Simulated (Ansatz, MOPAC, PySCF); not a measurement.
Breaking a bond: N2 (cation, charge +1), doublet.

Methods: PM7, unrestricted, heats of formation (MOPAC); UKS-PBE = unrestricted PBE/cc-pVTZ run with Ansatz (a program for electronic structure); UKS-B3LYP/6-31G* = PySCF with unrestricted B3LYP/6-31G*, spherical d; UKS-BHandHLYP = PySCF with unrestricted BHandHLYP/cc-pVTZ; UCCSD(T) = CCSD(T) on UHF/cc-pVTZ, 2 core orbitals frozen (PySCF).

Energies are in kcal/mol, each relative to the lowest point of its own curve near equilibrium.

```tsv
R / Å	PM7	UKS-PBE	UKS-B3LYP/6-31G*	UKS-BHandHLYP	UCCSD(T)
0.88	[?]	155.1	169.9	[?]	160.0
0.93	59.3	83.8	92.4	70.5	87.3
0.99	19.5	32.6	36.3	24.0	34.7
1.04	[?]	10.3	11.7	5.5	11.4
1.07	0.0	3.4	4.0	[?]	4.0
1.10	0.1	[?]	0.5	0.0	0.5
1.12	2.0	0.0	0.0	0.9	0.0
1.16	9.4	2.7	2.7	[?]	2.4
1.21	24.0	10.9	11.3	12.4	10.2
1.29	—	30.8	29.6	29.1	—
```

Task: Some entries are withheld; supply them.

Result: 
- 0.88, PM7: 115.1
- 0.88, UKS-BHandHLYP: 137.9
- 1.04, PM7: 3.6
- 1.07, UKS-BHandHLYP: 0.9
- 1.10, UKS-PBE: 0.3
- 1.16, UKS-BHandHLYP: 4.8

A dash means that the run gave no value there, or that the column was ended at a point which the program doubted or which failed a test of continuity chosen for this set; such a test can also cut sound points.

The scan ran from 0.88 to 4.39 Å; beyond the distances shown one of the unrestricted levels run for this scan, shown here or not, changes its spin distribution in one step. The unrestricted determinant behind UCCSD(T) is spin-contaminated at 0.99 to 1.29 Å (<S²> up to 2.0, against 0.75 for a pure doublet).
